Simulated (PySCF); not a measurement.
**Successive ionisation energies of thulium**

Calculated with PySCF 2.14, two-component X2C-1e (Gaussian nucleus, no Breit or QED terms), each ion in its own even-tempered basis; GMP2 freezes the deep shells of the larger ions and drops the highest virtual spinors; eV.

| ion | configuration | GHF (spin-free) | GHF (screened spin-orbit) | GMP2 (screened spin-orbit) | NIST | kind |
| --- | --- | --- | --- | --- | --- | --- |
| Tm⁶²⁺ | [He] 2s2 2p3 | 14667.5 | 14312.0 | 14312.1 | 14300 ± 15 | theoretical |
| Tm⁶³⁺ | [He] 2s2 2p2 | 14977.5 | 15686.2 | 15688.4 | 15663 ± 19 | theoretical |
| Tm⁶⁴⁺ | [He] 2s2 2p1 | 15290.7 | 16053.8 | 16051.5 | 16036 ± 24 | theoretical |
| Tm⁶⁵⁺ | [He] 2s2 | 16526.8 | 16526.8 | 16533.4 | 16510 ± 30 | theoretical |
| Tm⁶⁶⁺ | [He] 2s1 | 16834.8 | 16834.8 | 16835.0 | 16814.34 ± 0.14 | theoretical |
| Tm⁶⁷⁺ | 1s2 | 68122.0 | 68122.0 | 68123.9 | 67965.25 ± 0.12 | theoretical |
| Tm⁶⁸⁺ | 1s1 | 69486.5 | 69486.5 | 69486.5 | 69387.45 ± 0.09 | theoretical |

**Question.** Where is the largest relative jump?

**Answer.** From Tm⁶⁶⁺ to Tm⁶⁷⁺: 16835.0 to 68123.9 eV, where the electron removed from 1s2 comes from a deeper shell or subshell.
